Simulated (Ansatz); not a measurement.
**Molecular dynamics of Cl$_{2}$GaH$_{2}$N**

input.yaml

```yaml
crystal:
  periodic: [false, false, false]
  atoms:
    - { symbol: Ga, position_ang: [-0.043125, -0.003517, -0.025698] }
    - { symbol: Cl, position_ang: [-0.009603, -0.366358, 2.094999] }
    - { symbol: Cl, position_ang: [1.811363, 0.348053, -1.058889] }
    - { symbol: "N", position_ang: [-1.619764, 0.127584, -0.906328] }
    - { symbol: H, position_ang: [-2.483149, -0.216461, -0.481324] }
    - { symbol: H, position_ang: [-1.648022, 0.110699, -1.92776] }
basis:
  gaussian: { orbitals: def2-SVP }
hamiltonian:
  xc: pbe
md:
  timestep: 0.25
  n_steps: 300
  ensemble: nve_milne
  temperature: 700.0
  initial_velocities: maxwell_boltzmann
  seed: 901028
  masses: [{ species: H, mass: 10.0 }]
```

Launched with:

```bash
$ ansatz run input.yaml --threads 1 --pin off --max-ram 2048MiB --backend cpu --events-out ev --progress --plain --runs-dir out
```

It starts from a relaxed structure.

Output, in part (step lines, the closing report, with atoms numbered from 0):

```
md step     0: t =     0.00 fs  T =   700.0 K  F+E_penalty+E_count = -78913.79892374 eV  E_kin = 0.361928 eV  conserved = -78913.43699574 eV  (28 SCF iters)
md step     1: t =     0.25 fs  T =   699.1 K  F+E_penalty+E_count = -78913.79845324 eV  E_kin = 0.361458 eV  conserved = -78913.43699508 eV  (30 SCF iters)
md step     2: t =     0.50 fs  T =   696.8 K  F+E_penalty+E_count = -78913.79727929 eV  E_kin = 0.360283 eV  conserved = -78913.43699590 eV  (23 SCF iters)
md step     3: t =     0.75 fs  T =   693.2 K  F+E_penalty+E_count = -78913.79541939 eV  E_kin = 0.358423 eV  conserved = -78913.43699604 eV  (24 SCF iters)
md step     4: t =     1.00 fs  T =   688.3 K  F+E_penalty+E_count = -78913.79289902 eV  E_kin = 0.355903 eV  conserved = -78913.43699609 eV  (24 SCF iters)
md step     5: t =     1.25 fs  T =   682.3 K  F+E_penalty+E_count = -78913.78975036 eV  E_kin = 0.352754 eV  conserved = -78913.43699624 eV  (24 SCF iters)
md step     6: t =     1.50 fs  T =   675.0 K  F+E_penalty+E_count = -78913.78601192 eV  E_kin = 0.349016 eV  conserved = -78913.43699638 eV  (23 SCF iters)
md step     7: t =     1.75 fs  T =   666.7 K  F+E_penalty+E_count = -78913.78172808 eV  E_kin = 0.344732 eV  conserved = -78913.43699639 eV  (24 SCF iters)
[... lines left out ...]
md step   297: t =    74.25 fs  T =   465.7 K  F+E_penalty+E_count = -78913.67780133 eV  E_kin = 0.240805 eV  conserved = -78913.43699615 eV  (30 SCF iters)
md step   298: t =    74.50 fs  T =   468.1 K  F+E_penalty+E_count = -78913.67903724 eV  E_kin = 0.242041 eV  conserved = -78913.43699604 eV  (30 SCF iters)
md step   299: t =    74.75 fs  T =   469.0 K  F+E_penalty+E_count = -78913.67947626 eV  E_kin = 0.242480 eV  conserved = -78913.43699605 eV  (30 SCF iters)
md step   300: t =    75.00 fs  T =   468.2 K  F+E_penalty+E_count = -78913.67909501 eV  E_kin = 0.242099 eV  conserved = -78913.43699612 eV  (28 SCF iters)
Total energy: -78913.67913030 eV, -2900.0242184256 hartree
Atom 0 at    -0.008377    -0.120516    -0.050369 Å, force     0.220222     0.379591     0.155777 eV/Å
Atom 1 at    -0.112714    -0.296565     2.080006 Å, force     0.181296    -0.140017     0.267814 eV/Å
Atom 2 at     1.779520     0.462432    -1.087443 Å, force     0.159269    -0.160376     0.004770 eV/Å
Atom 3 at    -1.603868    -0.197615    -0.902168 Å, force    -0.283933    -0.009911     0.077491 eV/Å
Atom 4 at    -2.330628     0.209977    -0.300076 Å, force    -0.141397    -0.169001    -0.105278 eV/Å
Atom 5 at    -1.586670     0.302628    -1.788450 Å, force    -0.135458     0.099715    -0.400574 eV/Å
Dipole moment:    -0.340931     0.137133    -0.225795 e Å
```

The steps, from the saved trajectory:

| time (fs) | T (K) | potential energy less start (eV) | conserved less start (meV/atom) |
| --- | --- | --- | --- |
| 0.0 | 700 | 0.000 | 0.00 |
| 2.5 | 637 | 0.033 | 0.00 |
| 5.0 | 511 | 0.098 | 0.00 |
| 7.5 | 420 | 0.145 | 0.00 |
| 10.0 | 400 | 0.155 | 0.00 |
| 12.5 | 419 | 0.146 | 0.00 |
| 15.0 | 419 | 0.145 | 0.00 |
| 17.5 | 388 | 0.162 | 0.00 |
| 20.0 | 382 | 0.164 | 0.00 |
| 22.5 | 446 | 0.131 | 0.00 |
| 25.0 | 517 | 0.094 | 0.00 |
| 27.5 | 495 | 0.106 | 0.00 |
| 30.0 | 394 | 0.158 | 0.00 |
| 32.5 | 339 | 0.187 | 0.00 |
| 35.0 | 395 | 0.158 | 0.00 |
| 37.5 | 474 | 0.117 | 0.00 |
| 40.0 | 459 | 0.125 | 0.00 |
| 42.5 | 383 | 0.164 | 0.00 |
| 45.0 | 361 | 0.175 | 0.00 |
| 47.5 | 381 | 0.165 | 0.00 |
| 50.0 | 341 | 0.185 | 0.00 |
| 52.5 | 227 | 0.245 | 0.00 |
| 55.0 | 121 | 0.299 | 0.00 |
| 57.5 | 103 | 0.309 | 0.00 |
| 60.0 | 170 | 0.274 | 0.00 |
| 62.5 | 252 | 0.231 | 0.00 |
| 65.0 | 280 | 0.217 | 0.00 |
| 67.5 | 267 | 0.224 | 0.00 |
| 70.0 | 306 | 0.204 | 0.00 |
| 72.5 | 414 | 0.148 | 0.00 |
| 75.0 | 468 | 0.120 | 0.00 |

The run went to its last step. The conserved energy stayed within 0.00017 meV per atom of its start (net change 0 meV per atom), so the integration is sound. Over the second half the temperature averaged 0.43 of the 700 K drawn at the start: a run that starts near a minimum puts about half its kinetic energy into the potential. A run of 0.075 ps of so small a system gives no equilibrium averages.

The same pairs are bonded in the first frame and the last. Pairs count as bonded within 1.25 times the sum of covalent radii (0.12 Å more for H–H).

Last frame:

```xyz
6
Properties=species:S:1:pos:R:3
Ga -0.008 -0.120 -0.050
Cl -0.113 -0.297 2.080
Cl 1.780 0.462 -1.087
N -1.604 -0.198 -0.902
H -2.331 0.210 -0.300
H -1.587 0.303 -1.788
```

Time of the run: 14 min on 1 thread of Arm Neoverse V2 (shared host), peak memory 0.14 GiB.
